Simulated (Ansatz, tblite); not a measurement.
Spin states of the cluster Ge₃ (the lowest singlet isomer of a short search), each relaxed with PBE-D4/def2-TZVP in Ansatz. Electronic energies in the gas phase.

The xTB rows come from tblite. LC-ωPBE has ω = 0.4 bohr⁻¹. B3LYP takes the VWN-RPA correlation. Correlated methods freeze 27 core orbitals; core or outer-core shells of Ge are correlated, in sets that lack core-valence functions. The structure comes from a short search, and lower isomers may exist.

Singlet geometry (C2v within 0.1 Å):

```xyz
3

Ge   -0.320   -1.427   -0.761
Ge   -0.698    1.012    1.099
Ge    1.018    0.415   -0.338
```

Triplet geometry (D3h within 0.1 Å):

```xyz
3

Ge   -1.319   -0.530   -0.050
Ge    0.199    1.406    0.079
Ge    1.120   -0.876   -0.029
```

Quintet geometry (C2v within 0.1 Å):

Cartesian coordinates in Å:
```
Ge 0.052 -0.548 1.520
Ge -0.546 -0.742 -1.329
Ge 0.494 1.289 -0.192
```

⟨S²⟩: triplet 2.00 at PBE0-D4/def2-TZVP (pure 2.00), quintet 6.00 at PBE0-D4/def2-TZVP (pure 6.00).

Run but left out: HF/STO-3G (singlet: restricted singlet, unstable in another Hartree–Fock run and untested here); HF/def2-TZVP, PBE-QIDH/def2-TZVP (singlet: restricted singlet, unstable towards broken spin symmetry); MP2/def2-TZVP (quintet: ⟨S²⟩ 6.64, where a pure state has 6.00).

Only these spin states were relaxed. The triplet has other bonds than the singlet, so the gap mixes isomer and spin.

```tsv
level	triplet − singlet (kJ/mol)	quintet − singlet (kJ/mol)	lowest of these
GFN2-xTB	47.7	250.3	singlet
LDA (SPW92)/def2-TZVP	10.2	218.3	singlet
PBE-D4/def2-TZVP	1.6	180.1	tie
B97M-V/def2-TZVP	-3.0	178.1	triplet
```

Q: Estimate the rows for B3LYP-D4/def2-TZVP, LC-ωPBE/def2-TZVP, B2PLYP/def2-TZVP, RPA@PBE/def2-TZVP.

A: 
```tsv
level	triplet − singlet (kJ/mol)	quintet − singlet (kJ/mol)	lowest of these
B3LYP-D4/def2-TZVP	2.3	181.4	singlet
LC-ωPBE/def2-TZVP	-29.9	139.0	triplet
B2PLYP/def2-TZVP	7.1	203.0	singlet
RPA@PBE/def2-TZVP	6.8	188.5	singlet
```

The xTB methods have no term that favours high spin, so they put low spin too low.
